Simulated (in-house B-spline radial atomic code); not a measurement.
**The indium ion In⁶⁺: [Kr] 4d7**

Computed with a B-spline radial code for spherical atoms: non-relativistic BHandHLYP, spin-polarised, spherical fractional occupations, exact exchange averaged over the configuration, point nucleus.

Z_r = [3n² - l(l+1)]/(2<r>); Z_e = n√(-2ε); the last column is Slater's effective charge. Values are occupation-weighted means over spin.

```
shell  electrons   ε (eV)  <r> (bohr)    Z_r    Z_e  Slater
   1s          2   -27071     0.03105  48.31  44.61   48.70
   2s          2  -4089.5      0.1342  44.70  34.67   44.85
   2p          6  -3820.9      0.1146  43.61  33.52   44.85
   3s          2  -867.06      0.3604  37.46  23.95   37.75
   3p          6   -756.3      0.3519  35.53  22.37   37.75
   3d         10  -552.19      0.3235  32.46  19.11   27.85
   4s          2  -210.99      0.8614  27.86  15.75   21.25
   4p          6  -172.54      0.9061  25.38  14.24   21.25
   4d          7  -109.94       1.036  20.27  11.37   10.90
```

The least bound orbital is 4d down at -107.4 eV, and it is also the most diffuse (<r> = 1.042 bohr).

The density falls to 0.001 bohr⁻³ at 2.538 bohr; Σ<r²> = 18.491 bohr² gives, by the non-relativistic formula and without the paramagnetism of open shells, a Langevin diamagnetic susceptibility of -14.65×10⁻⁶ cm³/mol.
